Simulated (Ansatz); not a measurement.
Pulling on the In1–H2 bond in ClFHIn (SMILES [F][InH][Cl]) (multiplicity 1 held, fragments rigid). Energies count from the point at 1.694 Å.
Geometry at that point (charge 0, multiplicity 1):
```xyz
4

In    -0.095    -0.418     0.202
H     -1.021    -1.813     0.454
F      1.578    -0.113     1.164
Cl    -0.502     1.372    -1.226
```

R- and RO- levels are restricted; in cc, def2 and unpolarised 6-31G sets they are followed outwards from rest. Active spaces are followed from a long bond inwards. Levels need not reach the same state.

Correlated levels freeze the cores. Filled d and f shells under p-block atoms count as core.

Run with Ansatz (Gaussian orbitals).  In def2 rows elements past Kr take small-core potentials, without spin–orbit coupling.

Energies in eV.

```json
[
 {"R (Å)": "1.355", "R-CCSD(T)/def2-SVP": "1.46", "R-CCSDT/def2-SVP": "1.46", "FIC-NEVPT4(SD) on CASSCF(2,2)/def2-SVP": "1.46", "FIC-MRCISD on CASSCF(2,2)/def2-SVP": "1.46", "FIC-MRCISD+Q on CASSCF(2,2)/def2-SVP": "1.46"},
 {"R (Å)": "1.524", "R-CCSD(T)/def2-SVP": "0.32", "R-CCSDT/def2-SVP": "0.32", "FIC-NEVPT4(SD) on CASSCF(2,2)/def2-SVP": "0.32", "FIC-MRCISD on CASSCF(2,2)/def2-SVP": "0.32", "FIC-MRCISD+Q on CASSCF(2,2)/def2-SVP": "0.32"},
 {"R (Å)": "1.694", "R-CCSD(T)/def2-SVP": "0.00", "R-CCSDT/def2-SVP": "0.00", "FIC-NEVPT4(SD) on CASSCF(2,2)/def2-SVP": "0.00", "FIC-MRCISD on CASSCF(2,2)/def2-SVP": "0.00", "FIC-MRCISD+Q on CASSCF(2,2)/def2-SVP": "0.00"},
 {"R (Å)": "1.863", "R-CCSD(T)/def2-SVP": "0.10", "R-CCSDT/def2-SVP": "0.10", "FIC-NEVPT4(SD) on CASSCF(2,2)/def2-SVP": "0.10", "FIC-MRCISD on CASSCF(2,2)/def2-SVP": "0.10", "FIC-MRCISD+Q on CASSCF(2,2)/def2-SVP": "0.10"},
 {"R (Å)": "2.032", "R-CCSD(T)/def2-SVP": "0.41", "R-CCSDT/def2-SVP": "0.41", "FIC-NEVPT4(SD) on CASSCF(2,2)/def2-SVP": "0.41", "FIC-MRCISD on CASSCF(2,2)/def2-SVP": "0.41", "FIC-MRCISD+Q on CASSCF(2,2)/def2-SVP": "0.42"},
 {"R (Å)": "2.286", "R-CCSD(T)/def2-SVP": "1.02", "R-CCSDT/def2-SVP": "1.01", "FIC-NEVPT4(SD) on CASSCF(2,2)/def2-SVP": "1.01", "FIC-MRCISD on CASSCF(2,2)/def2-SVP": "1.02", "FIC-MRCISD+Q on CASSCF(2,2)/def2-SVP": "1.03"},
 {"R (Å)": "2.540", "R-CCSD(T)/def2-SVP": "1.61", "R-CCSDT/def2-SVP": "1.61", "FIC-NEVPT4(SD) on CASSCF(2,2)/def2-SVP": "1.60", "FIC-MRCISD on CASSCF(2,2)/def2-SVP": "1.61", "FIC-MRCISD+Q on CASSCF(2,2)/def2-SVP": "1.62"},
 {"R (Å)": "2.964", "R-CCSD(T)/def2-SVP": "2.35", "R-CCSDT/def2-SVP": "2.35", "FIC-NEVPT4(SD) on CASSCF(2,2)/def2-SVP": "2.33", "FIC-MRCISD on CASSCF(2,2)/def2-SVP": "2.34", "FIC-MRCISD+Q on CASSCF(2,2)/def2-SVP": "2.36"},
 {"R (Å)": "3.387", "R-CCSD(T)/def2-SVP": "2.72", "R-CCSDT/def2-SVP": "2.74", "FIC-NEVPT4(SD) on CASSCF(2,2)/def2-SVP": "2.72", "FIC-MRCISD on CASSCF(2,2)/def2-SVP": "2.72", "FIC-MRCISD+Q on CASSCF(2,2)/def2-SVP": "2.75"},
 {"R (Å)": "3.895", "R-CCSD(T)/def2-SVP": "2.83", "R-CCSDT/def2-SVP": "2.92", "FIC-NEVPT4(SD) on CASSCF(2,2)/def2-SVP": "2.89", "FIC-MRCISD on CASSCF(2,2)/def2-SVP": "2.90", "FIC-MRCISD+Q on CASSCF(2,2)/def2-SVP": "2.92"},
 {"R (Å)": "4.573", "R-CCSD(T)/def2-SVP": "2.79", "R-CCSDT/def2-SVP": "2.99", "FIC-NEVPT4(SD) on CASSCF(2,2)/def2-SVP": "2.95", "FIC-MRCISD on CASSCF(2,2)/def2-SVP": "2.96", "FIC-MRCISD+Q on CASSCF(2,2)/def2-SVP": "2.98"},
 {"R (Å)": "5.419", "R-CCSD(T)/def2-SVP": "2.72", "R-CCSDT/def2-SVP": "3.00", "FIC-NEVPT4(SD) on CASSCF(2,2)/def2-SVP": "2.96", "FIC-MRCISD on CASSCF(2,2)/def2-SVP": "2.97", "FIC-MRCISD+Q on CASSCF(2,2)/def2-SVP": "3.00"}
]
```

Doubts at one or more of the structures used: a restricted determinant that unrestricted orbitals would lower (R-CCSD(T)/def2-SVP, R-CCSDT/def2-SVP); other coupled-cluster roots lie near (R-CCSD(T)/def2-SVP, R-CCSDT/def2-SVP).

Ansatz is a program for electronic structure.
